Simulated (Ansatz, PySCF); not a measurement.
C₂H₄NO, SMILES C[N]C=O, multiplicity 2. Atoms are numbered in the order given.

```xyz
8

C     -1.4859    -0.3000     0.0308
N     -0.3150    -0.3967    -0.7843
C      0.8916    -0.0583    -0.2222
O      1.0189     0.7610     0.6755
H     -2.2377     0.3313    -0.4753
H     -1.9431    -1.3079     0.0875
H     -1.2921     0.0746     1.0501
H      1.7648    -0.5305    -0.7250
```
Charge 0, spin multiplicity 2.

Geometry optimised at B3LYP-D3(BJ)/def2-SVP. The isomer is the one that the SMILES or the coordinates give; other isomers of the formula were not compared. One conformer was computed; it need not be the lowest.

Two levels are set side by side: PBE-D3(BJ)/def2-SVP (Ansatz, a quantum-chemistry and plane-wave program) and B3LYP-D3(BJ)/def2-SVP (PySCF). Each level has its own optimised geometry; the coordinates shown are those of the second. Frequencies come from the Hessian of PySCF at each geometry. Differences are taken from unrounded values.

| quantity | B3LYP-D3(BJ) | PBE-D3(BJ) | PBE-D3(BJ) minus B3LYP-D3(BJ) |
|---|---|---|---|
| mean bond length (Å) | 1.208 | 1.213 | 0.005 |
| bond C1–N2 (Å) | 1.430 | 1.426 | -0.004 |
| bond N2–C3 (Å) | 1.373 | 1.361 | -0.012 |
| bond C3–O4 (Å) | 1.222 | 1.240 | 0.018 |
| bond C1–H5 (Å) | 1.104 | 1.114 | 0.010 |
| bond C1–H6 (Å) | 1.108 | 1.116 | 0.007 |
| bond C1–H7 (Å) | 1.103 | 1.112 | 0.009 |
| bond C3–H8 (Å) | 1.113 | 1.121 | 0.008 |
| highest harmonic wavenumber (cm⁻¹) | 3100 | 3026 | -74 |
| mean harmonic wavenumber (cm⁻¹) | 1445 | 1407 | -37 |
| zero-point energy (kcal/mol) | 37.18 | 36.22 | -0.96 |

GGA bonds tend to be longer and softer than those of functionals with exact exchange. Differences between two approximate levels are no errors against the true value.
